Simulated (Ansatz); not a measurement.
Consider the ligand exchange at the Si–F bond: `F[SiH2]I` + CH₃SH → `CS[SiH2]I` + H–F.

Isolated molecules relaxed with PBE0-D4/def2-TZVP in Ansatz; ΔE leaves out vibrations. CBS: MP2 limit from def2 TZ/QZ plus the TZ coupled-cluster correction, frozen cores. This one scheme is used for every species. DFT in def2-TZVPP. Elements past krypton have def2 core potentials. For I outer-core shells are correlated without core-valence functions, which leaves a few kJ/mol of doubt a bond. Each species was taken in one conformer, which may not be the lowest.

Is it downhill or uphill in electronic energy at CCSD(T)/CBS, and by how much? (Estimate.)

Computed: Uphill: ΔE = +14.8 kcal/mol.

What do these levels give: r2SCAN0-D4, ωB97X-V, ωB97M-V, RPA@PBE/def2-TZVPP, HF/def2-SVP, CCSD/def2-SVP, CCSD(T)/def2-SVP, SCS-MP2/def2-TZVPP, CCSD/def2-TZVPP, MP2/def2-QZVPP, HF/CBS(def2), MP2/CBS(def2)? (Estimate.)

The calculation gave: r2SCAN0-D4 15.6, ωB97X-V 17.0, ωB97M-V 16.6, RPA@PBE/def2-TZVPP 17.3, HF/def2-SVP 20.2, CCSD/def2-SVP 16.8, CCSD(T)/def2-SVP 16.0, SCS-MP2/def2-TZVPP 16.9, CCSD/def2-TZVPP 17.4, MP2/def2-QZVPP 13.8, HF/CBS(def2) 23.8, MP2/CBS(def2) 13.1 kcal/mol.

What do rigid-rotor, harmonic-oscillator terms from PBE0-D4/def2-TZVP frequencies (298.15 K, 1 bar) make of the CCSD(T)/CBS value? (Estimate.)

Ansatz gave: ΔZPE = -0.1 kcal/mol, ΔH = +15.6 kcal/mol, ΔS = -18 J/(mol·K), ΔG = +16.9 kcal/mol.

Largest T1 diagnostic among the species: 0.009.

The D4 term adds −3.5 kcal/mol with B3LYP and −1.9 kcal/mol with PBE0; it sums over pairs of atoms, weighted by their polarisabilities, and B3LYP, whose exchange is more repulsive, gets the larger term. In def2-TZVPP, CCSD(T) changes the Hartree–Fock value by −7.1 kcal/mol (the triples alone add −1.4 kcal/mol) and MP2 by −8.8 kcal/mol. At CCSD(T), def2-SVP lies +1.2 kcal/mol from the extrapolated value and def2-TZVPP +1.2 kcal/mol.

B3LYP here is the variant with VWN-RPA as its local correlation; programs differ in this.
